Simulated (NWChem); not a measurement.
Species: MgHF; SMILES [F][MgH]

Program: NWChem. B3LYP is NWChem's, with the RPA form of VWN correlation. Each level has its own optimisation; frequencies are unscaled.

```json
[
 {"level": "BLYP/def2-SVP", "r H–Mg (Å)": "1.690", "r F–Mg (Å)": "1.777", "highest harmonic frequency (cm⁻¹)": "1633", "lowest (cm⁻¹)": "284", "zero-point energy (kcal/mol)": "4.2", "dipole (D)": "1.36"},
 {"level": "LDA (Slater exchange, VWN5)/def2-SVP", "r H–Mg (Å)": "1.691", "r F–Mg (Å)": "1.755", "highest harmonic frequency (cm⁻¹)": "1626", "lowest (cm⁻¹)": "288", "zero-point energy (kcal/mol)": "4.2", "dipole (D)": "1.45"},
 {"level": "B3LYP/def2-TZVP", "r H–Mg (Å)": "1.681", "r F–Mg (Å)": "1.761", "highest harmonic frequency (cm⁻¹)": "1686", "lowest (cm⁻¹)": "330", "zero-point energy (kcal/mol)": "4.4", "dipole (D)": "1.51"},
 {"level": "BP86/def2-TZVP", "r H–Mg (Å)": "1.694", "r F–Mg (Å)": "1.776", "highest harmonic frequency (cm⁻¹)": "1646", "lowest (cm⁻¹)": "324", "zero-point energy (kcal/mol)": "4.3", "dipole (D)": "1.48"},
 {"level": "PBE0/def2-SVP", "r H–Mg (Å)": "1.688", "r F–Mg (Å)": "1.761", "highest harmonic frequency (cm⁻¹)": "1660", "lowest (cm⁻¹)": "301", "zero-point energy (kcal/mol)": "3.9", "dipole (D)": "1.47"}
]
```
